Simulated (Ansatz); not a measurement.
# Telling isomers of CH4BFO apart by their spectra

These gas-phase data were calculated for one isomer of CH4BFO at r2SCAN-D4/def2-SVP (harmonic, unscaled wavenumbers; equilibrium rotational constants with average atomic masses):

```
rotational constants            : 9.921, 8.139, 4.598 GHz
all wavenumbers above 1500 cm⁻¹ : 3833, 3168, 3127, 3044
```

Candidates:

(1) `CB(O)F`, a singlet
(2) `COBF`, a singlet

Q: Which structure fits?

A: Candidate (1). The band at 3833 cm⁻¹ lies where the O–H stretch is expected; (2) has no mode between 3300 and 4000 cm⁻¹.

The same quantities for all candidates:

|  | rotational constants (GHz) | wavenumbers above 1500 cm⁻¹ | E above the lowest, r2SCAN-D4/def2-SVP (kcal/mol) |
| --- | --- | --- | --- |
| (1) | 9.921, 8.139, 4.598 | 3833, 3168, 3127, 3044 | 0.0 |
| (2) | 47.05, 4.103, 3.867 | 3136, 3125, 3023, 2619, 1523 | 25.0 |

Harmonic stretches to hydrogen usually lie a few per cent above observed fundamentals. Each candidate is one conformer. Programs: Ansatz 0.2.0.
